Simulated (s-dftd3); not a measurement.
BiI2, charge +1, singlet, geometry from GFN2-xTB (such geometries of metal compounds can be far from the true shape); D3(bj) for r2scan run with s-dftd3 1.4.0.

s-dftd3 was given this input:
```
$ s-dftd3 mol.xyz --bj r2scan --json dftd3.json --noedisp --grad

# file mol.xyz
3

Bi     0.86767310     0.43113642     0.27718616
I     -1.00884033     1.16616633    -1.52475723
I     -0.34996849    -1.84134224     1.09067324
```

Task: What does s-dftd3 print? Leave out banner, timings and long lists.

Result: 
```
-----------------------------------
 s i m p l e   D F T - D 3  v1.4.0
-----------------------------------

Rational (Becke-Johnson) damping: r2scan-D3(BJ)
---------------------
  s6         1.0000
  s8         0.7898
  s9         0.0000
  a1         0.4948
  a2         5.7308
 alp        14.0000
--------------------

Dispersion energy:      -1.2853737820531E-03 Eh

Gradient norm:           5.6634280021712E-05 Eh/a0
--------------------------------------------------
     #    Z           dE/dx      dE/dy      dE/dz
--------------------------------------------------
     1   83 Bi    3.977E-06  1.976E-06  1.271E-06
     2   53 I    -8.487E-06  2.868E-05 -2.643E-05
     3   53 I     4.510E-06 -3.065E-05  2.516E-05
--------------------------------------------------

Virial:
--------------------------------------------------
      component           x          y          z
--------------------------------------------------
          x       1.972E-05 -3.116E-05  3.583E-05
          y      -3.116E-05  1.715E-04 -1.448E-04
          z       3.583E-05 -1.448E-04  1.287E-04
--------------------------------------------------

[Info] JSON dump of results written to 'dftd3.json'
```
